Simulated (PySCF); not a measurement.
Spinor energies of Cs⁵⁴⁺ (caesium, charge +54)

Start: 1s1; 1s1/2 filled at m_j = +1/2. Calculated with PySCF 2.14 in an uncontracted even-tempered set (15 s from 140 bohr⁻², ratio 2.4; 11 p from 180 bohr⁻², ratio 2.4; 3 d from 540 bohr⁻², ratio 2.6; 3 f from 820 bohr⁻², ratio 2.6): generalised Hartree-Fock with the X2C-1e Hamiltonian and a Gaussian nucleus; one run each with spin-orbit coupling (SO) switched off, then screened by Boettger's factors, then bare.

```json
{"spinor shell": "1s1/2", "electrons": "1", "ε, spin-free (eV)": "-42959.7", "ε, screened SO (eV)": "-42959.7", "ε, bare SO (eV)": "-42959.7", "weight of nominal j (screened SO)": "1.000", "rms radius, screened SO (bohr)": "0.0294"}
```

```
   quantity    spin-free  screened SO      bare SO
E (hartree)  -1578.73956  -1578.73956  -1578.73956
        M_J          1/2          1/2          1/2
       ⟨J²⟩        0.750        0.750        0.750
       ⟨L²⟩        0.000        0.000        0.000
       ⟨S²⟩        0.750        0.750        0.750
```

Breit and QED terms are absent; they matter most for the inner s and p1/2 levels.

Densities and radii are taken from the X2C orbitals without a picture-change correction, which distorts them close to the nucleus.

Without spin-orbit coupling the j labels of p, d and f shells carry no meaning; the spin-free column gives the mean over the occupied spinors of each nl shell.
